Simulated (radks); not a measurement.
Problem. All-electron atom: Ho XLVI in [Ar] 3d4. Method: non-relativistic Kohn-Sham, PBE, spin-polarised, spherical densities, point nucleus; open shells are filled with parallel spins first (spin-orbit coupling, left out, can overturn this in heavy ions); relativity is left out, which matters for an element this heavy; computed with a radial shooting solver on a logarithmic mesh with Libxc functionals. Some entries of the table are withheld. Estimate them.

| orbital | occ. | eigenvalue (eV) | <r^2> (bohr^2) | <1/r> (bohr^-1) |
|---|---|---|---|---|
| 1s up | 1 | -54407.97 | 0.0006844 | 66.46 |
| 1s down | 1 | -54407.75 | 0.0006844 | 66.46 |
| 2s up | 1 | -10872.32 | 0.01068 | 15.59 |
| 2s down | 1 | -10851.59 | 0.01065 | 15.62 |
| 2p up | 3 | -10506.19 | 0.007918 | 15.60 |
| 2p down | 3 | -10491.35 | 0.007896 | 15.61 |
| 3s up | 1 | (1) | 0.06155 | 6.298 |
| 3s down | 1 | (2) | 0.06182 | 6.275 |
| 3p up | 3 | -3931.489 | 0.05637 | 6.250 |
| 3p down | 3 | -3911.499 | 0.05668 | 6.225 |
| 3d up | 4 | (3) | 0.04274 | 6.147 |
| 3d down | 0 | (4) | 0.04305 | 6.131 |

Solution. 
(1) 3s up eigenvalue (eV): -4080.809
(2) 3s down eigenvalue (eV): -4062.716
(3) 3d up eigenvalue (eV): -3679.465
(4) 3d down eigenvalue (eV): -3652.955
